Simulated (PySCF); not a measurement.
Compound: 1-methoxycyclopentene, C₆H₁₀O.
Numbering: `[CH3:1][O:2][C:3]1=[CH:4][CH2:5][CH2:6][CH2:7]1` (hydrogens: H8, H9, H10 on C1; H11 on C4; H12, H13 on C5; H14, H15 on C6; H16, H17 on C7)

Method: PBE0-D3(BJ)/def2-SVP geometry optimisation, gas phase in PySCF.

(1) List the bond lengths, angles and torsions at this level.

## Answers

(1) 
```
                bond  length (Å)
               C1–O2       1.401
               O2–C3       1.340
               C3=C4       1.345
               C4–C5       1.504
               C5–C6       1.542
               C6–C7       1.534
               C3–C7       1.500
C1–H8, C1–H9, C1–H10       1.102
              C4–H11       1.090
      C5–H12, C5–H13       1.105
      C6–H14, C6–H15       1.101
      C7–H16, C7–H17       1.103
```

Bonds in one row agree within 0.01 Å and their mean is given. A selection of angles:
```
     angle  degrees
  O2–C1–H8    107.3
  O2–C1–H9    111.3
  H8–C1–H9    109.2
 H9–C1–H10    108.4
  C1–O2–C3    116.5
  O2–C3–C4    130.1
  O2–C3–C7    117.1
  C4–C3–C7    112.8
  C3–C4–C5    110.4
 C3–C4–H11    126.0
 C5–C4–H11    123.6
  C4–C5–C6    103.3
 C4–C5–H12    113.2
 C4–C5–H13    111.0
 C6–C5–H12    112.0
H12–C5–H13    106.0
  C5–C6–C7    105.6
 C5–C6–H14    113.0
 C5–C6–H15    109.0
 C7–C6–H14    113.0
 C7–C6–H15    109.1
H14–C6–H15    107.1
 C6–C7–H16    112.7
  C3–C7–C6    102.4
 C3–C7–H16    109.6
 C3–C7–H17    111.9
H16–C7–H17    106.5
```

Torsions: C1–O2–C3–C4 0° (synperiplanar); O2–C3–C4–C5 -178° (antiperiplanar); C3–C4–C5–C6 -14° (synperiplanar); C4–C5–C6–C7 23° (synperiplanar); C5–C6–C7–C3 -22° (synperiplanar); O2–C3–C7–C6 -168° (antiperiplanar). The mirror-image conformer, all signs reversed, is as good.

The C–C distances run from 1.345 Å (C3=C4, drawn double) to 1.542 Å (C5–C6, drawn single), a spread of 0.197 Å. The 5-membered ring C3–C4–C5–C6–C7 has internal angles of 102.4° to 112.8° (sum 534°, against 540° for a flat polygon); it is puckered, 0.10 Å rms from its mean plane, widest ring torsion 23°. The 2 C–O bonds span 1.340 Å (O2–C3, drawn single) to 1.401 Å (C1–O2, drawn single), a spread of 0.061 Å. Of the pairs four or more bonds apart, C1···H11 is among the closest relative to their van der Waals radii: 2.70 Å, 93 % of the sum of Bondi's values.

Point group: C1 (no symmetry element, even within 0.4 Å). PBE0-D3(BJ)/def2-SVP frequencies: not computed here. One conformer, not necessarily the lowest.
